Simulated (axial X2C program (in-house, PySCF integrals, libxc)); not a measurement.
## What spin–orbit coupling does to TiSn

All values were computed with an in-house relativistic program for diatomic molecules. Spin-free means the one-electron spin-free X2C Hamiltonian; two-component (2c) means X2C with spin–orbit coupling and atomic mean-field two-electron Coulomb and Gaunt terms, so the difference of the two also holds small scalar two-electron terms. Basis: Sn dyall-cv3z [11s12p9d4f1g], Ti dyall-cv3z [10s10p6d4f2g] (cores contracted in-house); Gaussian nuclei, density fitting, unrestricted open shells. Masses: Sn 119.902 u, Ti 47.948 u.

Spin-free state: M_S = 2, Λ = 2 (beyond evenly filled blocks: σα, π+α, π-α, δ+α); fragments Sn + Ti.

| level | Re (Å) | ωe (cm⁻¹) | De (eV) | μ (D) |
| --- | --- | --- | --- | --- |
| PBE0 | 2.676 | 236.7 | 1.915 | 3.34 |
| B3LYP | 2.702 | 226.7 | 1.739 | 2.90 |

Dipoles are positive if Ti is the positive end.

Two-component determinant lowest at the distance of the search:

Ω = 4 (⟨Sz⟩ = 1.99, ⟨Lz⟩ = 2.01 at PBE0); fragments Sn + Ti.

| level | Re (Å) | ωe (cm⁻¹) | μ (D) |
| --- | --- | --- | --- |
| PBE0 | 2.677 | 234.8 | 3.28 |
| B3LYP | 2.704 | 224.0 | 2.84 |

(1) From the two tables, how do the constants change at the PBE0 level (2c against spin-free)?

Occupations by symmetry block were frozen at the best pattern of an incomplete PBE0 search. Dissociation energies refer to the lowest single-determinant-based atoms at the same level and basis. De is not given where an atomic determinant may have missed its ground term or J level, or where the truncated virtual space spoils (T). Density functionals use the spin component along the axis (collinear). Other states lie close and PBE0, whose exact exchange favours high spin, may order them wrongly; the determinant shown need not be the ground state. The nearest other spin-free determinant of the search, M_S = 1, Λ = 4, lies 0.55 eV up at the distance of the search. Without a current term, density functionals place determinants with orbital angular momentum somewhat too high. With several unpaired electrons one determinant need not be a pure state. Open-shell Ω = 0 determinants with evenly filled partner blocks cannot be reached by this program, so the Ω shown need not be the lowest component.

Results:

(1) At the PBE0 level Re rises by 0.001 Å and ωe goes down by 1.9 cm⁻¹.
